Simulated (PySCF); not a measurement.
Mapped SMILES: `[SiH3:1][O:2][c:3]1[cH:4][cH:5][cH:6][cH:7][n:8]1`; H(Xn) means a hydrogen on atom n.

[PySCF: coordinates at the GFN2-xTB level; PBE0/pcSseg-1 with gauge-including orbitals; in vacuum; single conformer; one averaged value for each set of equivalent atoms; non-relativistic]

δ = σ(ref) − σ, references computed at the same level: 13C (σ = 186.93 ppm) and 1H (σ = 31.72 ppm) and 29Si (σ = 349.16 ppm) vs TMS; 17O (σ = 336.08 ppm) vs H2O; 15N (σ = 267.73 ppm) against NH3.

```
 atoms  nucleus  count  δ (ppm)
   Si1     29Si      1    -43.1
    O2      17O      1    128.0
    C5      13C      1        ?
 H(C6)       1H      1     7.06
 H(C7)       1H      1     8.53
H(Si1)       1H      3     5.01
 H(C5)       1H      1        ?
 H(C4)       1H      1        ?
    C7      13C      1    154.0
    N8      15N      1    309.6
    C4      13C      1        ?
    C6      13C      1    121.2
    C3      13C      1    168.9
```

**Question.** Fill in the missing shifts.

**Answer.** 
- C5: 145.5 ppm, aromatic CH
- C4: 116.8 ppm, aromatic CH; resonance donation from the substituent shields this position
- H(C5): 7.96 ppm, hydrogen on an aromatic CH; aromatic region
- H(C4): 7.04 ppm, hydrogen on an aromatic CH; π donation from the O or N substituent shields it against benzene

Shifts are as computed. Against solution values, carbons near 30 ppm lie about +3 ppm off and those near 130 ppm about +5 ppm. Of 1211 compounds with measured shifts, 218 miss one by over three times the rms of a fit or turn the order of signals round; such compounds aren't used in these exercises. Experimental scales use liquid or dissolved standards, which lie at an offset from isolated NH3 (liquid NH3: subtract about 20 ppm) and H2O (liquid H2O: subtract about 36 ppm). Unscaled 15N shifts of sp2 nitrogen come out 20 to 40 ppm too high even then.
